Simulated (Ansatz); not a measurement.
`O[SiH2][S][GeH3]`, relaxed with RKS PBE-D4/def2-SVP in the Gaussian-basis code of Ansatz from a rough embedded geometry. The force threshold is 0.03 eV/Å; the program also tests the step.

Charge 0, multiplicity 1.

Start:

```xyz
10

O    -0.729    0.376    1.902
Si    0.758   -0.278    1.283
S     1.401    0.932   -0.302
Ge   -0.278    0.347   -1.648
H    -1.446   -0.080    1.419
H     0.526   -1.677    0.844
H     1.769   -0.291    2.373
H    -0.070    0.988   -3.042
H    -0.308   -1.169   -1.807
H    -1.621    0.853   -1.022
```

```
        step  energy (eV)  largest force (eV/Å)  largest move (Å)
           1  -77343.7610                 1.391             0.000
           2  -77343.8708                 0.952             0.199
           3  -77343.8948                 0.771             0.048
           4  -77343.9175                 0.418             0.059
5 (rejected)  -77343.9161                 0.638             0.157
           6  -77343.9310                 0.088             0.076
           7  -77343.9326                 0.059             0.081
8 (rejected)  -77343.9322                 0.277             0.055
           9  -77343.9336                 0.027             0.028
          10  -77343.9341                 0.202             0.073
          11  -77343.9347                 0.067             0.013
          12  -77343.9359                 0.020             0.058
          13  -77343.9369                 0.083             0.098
          14  -77343.9377                 0.057             0.052
          15  -77343.9387                 0.102             0.095
          16  -77343.9395                 0.085             0.044
          17  -77343.9409                 0.061             0.046
          18  -77343.9421                 0.057             0.079
          19  -77343.9429                 0.062             0.044
          20  -77343.9433                 0.066             0.053
          21  -77343.9436                 0.050             0.016
          22  -77343.9438                 0.018             0.028
```

End:

```xyz
10

O    -0.572    0.355    2.329
Si    0.618   -0.315    1.356
S     1.254    0.961   -0.273
Ge   -0.219    0.242   -1.818
H    -1.406    0.576    1.877
H     0.168   -1.626    0.760
H     1.798   -0.492    2.257
H    -0.163    1.271   -2.972
H     0.168   -1.175   -2.315
H    -1.645    0.203   -1.201
```

Run time 35 s (4 threads of a server CPU on a shared host); peak host memory 0.17 GiB.
